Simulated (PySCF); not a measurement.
What settings do to a single point of [WO2F2]−

The sound run of [WO2F2]− (doublet) uses PySCF 2.14.0, UKS PBE0, W def2-SVP with ECP60, O def2-SVP, F def2-SVP; non-relativistic Hamiltonian with scalar-relativistic core potentials where named; density fitting; no spin-orbit coupling, grid (50, 194), threshold 1e-8 Eh and 55 cycles, at the relaxed geometry:

```xyz
5

W     0.0000    0.0000    0.1969
O     1.0201    1.0201    1.1592
O    -1.0201   -1.0201    1.1592
F     0.8876   -0.8876   -1.2884
F    -0.8876    0.8876   -1.2884
```

There W1 has a Mulliken charge of 0.87 e and the dipole about the centre of mass is 0.32 D. Each run below changes one thing and starts from free metal ions and neutral atoms unless it says otherwise; with 55 cycles, smearing, a level shift and second-order steps follow where DIIS fails, and their cycles count. Energy shifts count from the sound run.

```csv
change,outcome,cycles,energy shift (eV),largest force component (eV/Å),charge on W1 (e),dipole about the centre of mass (D)
"grid (15, 26)",converged,14,0.68,2.98,0.87,0.30
"charge changed by +5, spin kept, limit 63 cycles",refused,–,–,–,–,–
start from a density of up to 30 smeared cycles (not counted),converged,9,0.0000,0.00,0.87,0.32
all coordinates × 0.94,converged,12,1.21,4.65,0.72,0.69
```

(1) How does the run with this change end: threshold 0.001?

Unsound on purpose, so not properties of the compound: grid (15, 26).

Started from ions, an open shell can land on another state than the sound run's, and that then enters the shifts.

Forces carry noise of the integration grid, about 0.01 to 0.03 eV/Å.

Open shells may have lower solutions than the one found.

Results:

(1) outcome converged, cycles 9, energy shift (eV) 0.0002, largest force component (eV/Å) 0.00, charge on W1 (e) 0.87, dipole about the centre of mass (D) 0.33.
